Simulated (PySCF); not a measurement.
C$_{2}$H$_{4}$NO (SMILES [CH2-]C(N)=O), charge -1, singlet, geometry from GFN2-xTB (in this run its highest filled SCF level lies above zero, so its values depend strongly on the basis, on diffuse functions most of all); B3LYP/def2-SVP in PySCF.

The PySCF input:
```python
from pyscf import gto, scf, dft

mol = gto.M(
    atom='''
O     0.32110613    1.27946334    0.38290945
C    -0.07152129    0.13590853    0.02919906
N     0.98097901   -0.77888988   -0.45034161
C    -1.32792987   -0.37556948    0.02513769
H     0.80110933   -1.73036322   -0.14616487
H    -1.53323136   -1.38272268   -0.31366156
H    -2.17708968    0.23305976    0.29417115
H     1.87021653   -0.46548576   -0.07124953
''',
    basis='def2-svp',
    charge=-1,
    verbose=5,
)

mf = dft.RKS(mol)
mf.xc = 'b3lyp'
mf.kernel()
mf.analyze()
```

Q: Predict the main parts of the log of this PySCF run.

A: 
```
PySCF version 2.14.0

[INPUT] verbose = 5
[INPUT] max_memory = 4000
[INPUT] num. atoms = 8
[INPUT] num. electrons = 32
[INPUT] charge = -1
[INPUT] spin (= nelec alpha-beta = 2S) = 0
[INPUT] symmetry False subgroup None
[INPUT] Mole.unit = angstrom
[INPUT] Symbol           X                Y                Z      unit          X                Y                Z       unit  Magmom
[...]
[INPUT] ---------------- BASIS SET ----------------
[INPUT] l, kappa, [nprim/nctr], expnt,             c_1 c_2 ...
[INPUT] C
[...]
                                186.29004992      0.040638409211
                                42.251176346      0.18025593888
                                11.676557932      0.46315121755
                                3.5930506482      0.44087173314
[...]
                                2.0103545142      0.21117025112
                                0.54771004707     0.51328172114
[...]
[INPUT] H
[...]
                                1.9622572         0.13796524
                                0.44453796        0.47831935
[...]
[INPUT] N
[...]
                                257.64812677      -0.040221581118
                                58.458245853      -0.1793114499
                                16.198367905      -0.46376317823
                                5.0052600809      -0.44171422662
[...]
                                2.9257372874      -0.21807045028
                                0.79927750754     -0.51294466049
[...]
[INPUT] O
[...]
                                340.87010191      -0.03989003923
                                77.363135167      -0.17853911985
                                21.47964494       -0.46427684959
                                6.6589433124      -0.44309745172
[...]
                                3.863550544       0.23094120765
                                1.0480920883      0.51375311064
[...]
nuclear repulsion = 113.369003799575
number of shells = 36
number of NR pGTOs = 124
number of NR cGTOs = 76
basis = def2-svp
ecp = {}

******** <class 'pyscf.dft.rks.RKS'> ********
method = RKS
initial guess = minao
damping factor = 0
level_shift factor = 0
DIIS = <class 'pyscf.scf.diis.CDIIS'>
diis_start_cycle = 1
diis_space = 8
diis_damp = 0
SCF conv_tol = 1e-09
SCF conv_tol_grad = None
SCF max_cycles = 50
direct_scf = True
direct_scf_tol = 1e-13
XC library pyscf.dft.libxc version 7.1.2
    S. Lehtola, C. Steigemann, M. J. T. Oliveira, and M. A. L. Marques,  SoftwareX 7, 1–5 (2018)
XC functionals = b3lyp
    P. J. Stephens, F. J. Devlin, C. F. Chabalowski, and M. J. Frisch,  J. Phys. Chem. 98, 11623 (1994)
radial grids:
    Treutler-Ahlrichs [JCP 102, 346 (1995); DOI:10.1063/1.469408] (M4) radial grids

becke partition: Becke, JCP 88, 2547 (1988); DOI:10.1063/1.454033
pruning grids: <function nwchem_prune>
grids dens level: 3
symmetrized grids: False
atomic radii adjust function: <function treutler_atomic_radii_adjust>
small_rho_cutoff = 0
Set gradient conv threshold to 3.16228e-05
Initial guess from minao.
atom O rad-grids = 75, ang-grids = [ 50  50  50  50  50  50  50  50  50  50  50  50  50  50  50  50  50  50
  50  50  50  50  50  86  86  86  86  86  86  86  86  86 266 266 266 266
 266 266 266 302 302 302 302 302 302 302 302 302 302 302 302 302 302 302
 302 302 302 302 302 266 266 266 266 266 266 266 266 266 266 266 266 266
 266 266 266]
atom C rad-grids = 75, ang-grids = [ 50  50  50  50  50  50  50  50  50  50  50  50  50  50  50  50  50  50
  50  50  50  50  86  86  86  86  86  86  86  86  86  86 266 266 266 266
 266 266 302 302 302 302 302 302 302 302 302 302 302 302 302 302 302 302
 302 302 302 302 266 266 266 266 266 266 266 266 266 266 266 266 266 266
 266 266 266]
atom N rad-grids = 75, ang-grids = [ 50  50  50  50  50  50  50  50  50  50  50  50  50  50  50  50  50  50
  50  50  50  50  50  86  86  86  86  86  86  86  86  86  86 266 266 266
 266 266 266 266 302 302 302 302 302 302 302 302 302 302 302 302 302 302
 302 302 302 302 302 302 266 266 266 266 266 266 266 266 266 266 266 266
 266 266 266]
atom H rad-grids = 50, ang-grids = [ 50  50  50  50  50  50  50  50  50  50  50  50  50  50  50  86  86  86
  86 266 266 266 266 266 302 302 302 302 302 302 302 302 302 302 302 302
 302 266 266 266 266 266 266 266 266 266 266 266 266 266]
tot_boxes 2100, boxes in each direction [13 12  8]
Padding 4 grids
tot grids = 95456
nelec by numeric integration = 30.979314125065603
E1 = -505.1363113481433  E2 = 183.03094683684242  Ecoul = 210.66271218595094  Exc = -27.631765349108534
init E= -208.736360711726
cond(S) = 2025.310873569196
[...]
  mo_energy =
[-1.93468034e+01 -1.43993719e+01 -1.02754350e+01 -1.02736516e+01
 -1.18525636e+00 -9.75504813e-01 -8.38424488e-01 -6.21012327e-01
 -5.55707462e-01 -5.42777112e-01 -4.90966611e-01 -4.80484211e-01
 -4.35604423e-01 -3.79344198e-01 -3.34238121e-01 -2.52852532e-01
 -1.51137200e-02  3.43384568e-02  6.91938561e-02  8.16762821e-02
  1.08626329e-01  1.73679623e-01  2.09642135e-01  2.85228802e-01
  3.77328283e-01  4.43929297e-01  4.51006583e-01  4.77276878e-01
  5.11258390e-01  5.30211619e-01  5.57709191e-01  5.95711606e-01
  6.18776517e-01  6.39597023e-01  6.76643079e-01  7.02437362e-01
  7.29076305e-01  8.29965669e-01  8.65590706e-01  9.24389015e-01
  9.61544327e-01  9.84997142e-01  1.08276373e+00  1.14308098e+00
  1.23677289e+00  1.35109394e+00  1.40499376e+00  1.51563764e+00
  1.58063202e+00  1.59394086e+00  1.67706474e+00  1.68919278e+00
  1.72230970e+00  1.74531646e+00  1.78989333e+00  1.84894419e+00
  1.88842361e+00  2.06005549e+00  2.13486146e+00  2.16136063e+00
  2.16802433e+00  2.26069139e+00  2.31483877e+00  2.48979320e+00
  2.52559516e+00  2.56380365e+00  2.57434921e+00  2.71026683e+00
  2.72483048e+00  2.80927060e+00  2.97204247e+00  3.01732906e+00
  3.05423115e+00  3.26419557e+00  3.33912001e+00  3.50216178e+00]
nelec by numeric integration = 32.00001023901715
E1 = -519.9969007023292  E2 = 198.4044990450215  Ecoul = 227.0970828521478  Exc = -28.692583807126297
[...]
converged SCF energy = -208.427120393693
Total Energy =                        -208.427120393693428
[...]
1 C 3pz         -0.00493   0.02586   0.01118   0.00591   0.00145
1 C 3dxy        -0.02055   0.01974   0.03547   0.13280   0.39126
1 C 3dyz        -0.11727   0.19968  -0.23708   0.03161  -0.16356
1 C 3dz^2        0.01754   0.22709  -0.08658   0.06075  -0.04862
1 C 3dxz        -0.07160   0.11092  -0.09205   0.11794   0.08123
1 C 3dx2-y2      0.06415  -0.17384  -0.33550  -0.06181   0.28676
2 N 1s          -0.00202  -0.00108  -0.00012  -0.00001   0.00002
2 N 2s          -0.02619  -0.01388  -0.00174  -0.00209  -0.00317
2 N 3s          -0.02721  -0.00351   0.00345  -0.01503  -0.02477
2 N 2px          0.02802  -0.00413  -0.00370   0.02623   0.00417
2 N 2py         -0.00928  -0.02989  -0.01212   0.01926  -0.01375
2 N 2pz          0.01481   0.00539   0.00003   0.00215   0.00074
2 N 3px         -0.08624  -0.00188   0.02267  -0.07859  -0.00384
2 N 3py          0.03101   0.10175   0.04004  -0.06997   0.03421
2 N 3pz         -0.00456  -0.00367   0.00824  -0.01156  -0.00731
2 N 3dxy        -0.48931  -0.23946  -0.14074  -0.20503  -0.18440
2 N 3dyz         0.02684   0.42170   0.20711  -0.22179   0.08141
2 N 3dz^2        0.20884   0.15868   0.02998  -0.01160   0.01320
2 N 3dxz        -0.32176  -0.00104   0.13215  -0.34607  -0.06658
2 N 3dx2-y2      0.03506   0.17907   0.00424  -0.54174   0.34202
3 C 1s          -0.00020  -0.00040  -0.00014  -0.00004  -0.00002
3 C 2s           0.00206   0.00776   0.00327  -0.00039  -0.00522
3 C 3s          -0.00968  -0.00956  -0.00984  -0.00136   0.03433
3 C 2px         -0.01707   0.01254   0.01286   0.00169  -0.01774
3 C 2py          0.01801  -0.00894  -0.01073  -0.00904  -0.00740
3 C 2pz          0.00665  -0.00425  -0.00721  -0.00211  -0.00074
3 C 3px         -0.02181  -0.01550  -0.00236  -0.00295   0.02802
3 C 3py          0.01371  -0.02833  -0.03271  -0.00297   0.01614
3 C 3pz          0.00959  -0.02638   0.00194   0.00305  -0.00092
3 C 3dxy        -0.33013   0.22041   0.31118   0.17480  -0.07483
3 C 3dyz        -0.03021   0.00806   0.03714   0.04555   0.08717
3 C 3dz^2       -0.02713  -0.08307   0.01953   0.00850   0.01596
3 C 3dxz        -0.16971   0.12087  -0.00938   0.12087  -0.00320
3 C 3dx2-y2      0.19770  -0.07608  -0.14014  -0.19370  -0.23203
4 H 1s           0.01812   0.03679   0.01256  -0.02898   0.01796
4 H 2s          -0.04388  -0.08379  -0.02761   0.06824  -0.04609
4 H 2px          0.00389   0.04233  -0.01959  -0.04471   0.04546
4 H 2py          0.21379   0.33037   0.11059  -0.22423   0.13966
4 H 2pz         -0.09020  -0.07445  -0.00542   0.08023  -0.07202
5 H 1s           0.01643  -0.01235  -0.01315  -0.01077  -0.01099
5 H 2s          -0.04290   0.01442   0.02278   0.02678   0.01471
5 H 2px         -0.02259   0.02585   0.01920  -0.01597  -0.04610
5 H 2py          0.13200  -0.10451  -0.11432  -0.11553  -0.08066
5 H 2pz          0.04652  -0.05367  -0.04114  -0.03817  -0.02566
6 H 1s          -0.02774   0.01348   0.01815   0.01056  -0.00406
6 H 2s           0.04385  -0.02148  -0.03166  -0.02707   0.00006
6 H 2px         -0.19555   0.07554   0.10824   0.06264  -0.04420
6 H 2py          0.15320  -0.05864  -0.08070  -0.07646  -0.02308
6 H 2pz          0.05737   0.00813  -0.06864  -0.02457  -0.00375
7 H 1s           0.03719  -0.00468  -0.00484   0.03895  -0.00284
7 H 2s          -0.08923  -0.00232   0.00959  -0.09286   0.01452
7 H 2px         -0.34789   0.02182   0.04054  -0.28894   0.00105
7 H 2py         -0.05862  -0.04409   0.00157  -0.11156   0.03919
7 H 2pz         -0.13443  -0.02177  -0.01675  -0.13161   0.02694
               #76
0 O 1s           0.00043
0 O 2s           0.01626
0 O 3s           0.20327
0 O 2px         -0.00486
0 O 2py         -0.01521
0 O 2pz         -0.00477
0 O 3px         -0.03158
0 O 3py         -0.11095
0 O 3pz         -0.03580
0 O 3dxy         0.28830
0 O 3dyz         0.37089
0 O 3dz^2       -0.26348
0 O 3dxz         0.10258
0 O 3dx2-y2     -0.57199
1 C 1s           0.00146
1 C 2s          -0.01907
1 C 3s           0.04369
1 C 2px         -0.00464
1 C 2py         -0.02069
1 C 2pz         -0.00673
1 C 3px          0.02196
1 C 3py          0.02443
1 C 3pz          0.00588
1 C 3dxy        -0.31709
1 C 3dyz        -0.11215
1 C 3dz^2        0.11177
1 C 3dxz        -0.11538
1 C 3dx2-y2      0.22619
2 N 1s           0.00003
2 N 2s          -0.00009
2 N 3s          -0.01383
2 N 2px         -0.00633
2 N 2py          0.00138
2 N 2pz          0.00029
2 N 3px          0.01483
2 N 3py         -0.01020
2 N 3pz         -0.00086
2 N 3dxy         0.13121
2 N 3dyz        -0.05897
2 N 3dz^2       -0.00140
2 N 3dxz         0.04835
2 N 3dx2-y2      0.09961
3 C 1s          -0.00027
3 C 2s           0.00129
3 C 3s          -0.00375
3 C 2px         -0.00211
3 C 2py          0.00853
3 C 2pz          0.00301
3 C 3px         -0.01388
3 C 3py          0.02505
3 C 3pz          0.01227
3 C 3dxy        -0.15156
3 C 3dyz        -0.03114
3 C 3dz^2       -0.03155
3 C 3dxz        -0.08285
3 C 3dx2-y2      0.19425
4 H 1s          -0.00067
4 H 2s          -0.00195
4 H 2px          0.02265
4 H 2py         -0.00655
4 H 2pz         -0.00922
5 H 1s           0.00842
5 H 2s          -0.02326
5 H 2px         -0.02317
5 H 2py          0.05753
5 H 2pz          0.02540
6 H 1s          -0.00818
6 H 2s           0.03143
6 H 2px         -0.02753
6 H 2py          0.07753
6 H 2pz          0.02137
7 H 1s          -0.00511
7 H 2s           0.02298
7 H 2px          0.03720
7 H 2py          0.02186
7 H 2pz          0.03497
 ** Mulliken pop on meta-lowdin orthogonal AOs  **
 ** Mulliken pop  **
 ** Mulliken atomic charges  **
charge of    0O =     -0.66791
charge of    1C =      0.33572
charge of    2N =     -0.49341
charge of    3C =     -0.57048
charge of    4H =      0.16001
charge of    5H =      0.03119
charge of    6H =      0.04726
charge of    7H =      0.15762

WARN: System has nonzero charge -1; the dipole moment is origin-dependent.
Location of origin: [0. 0. 0.]

Dipole moment(X, Y, Z, Debye):  1.73991, -2.53852,  0.10019
```
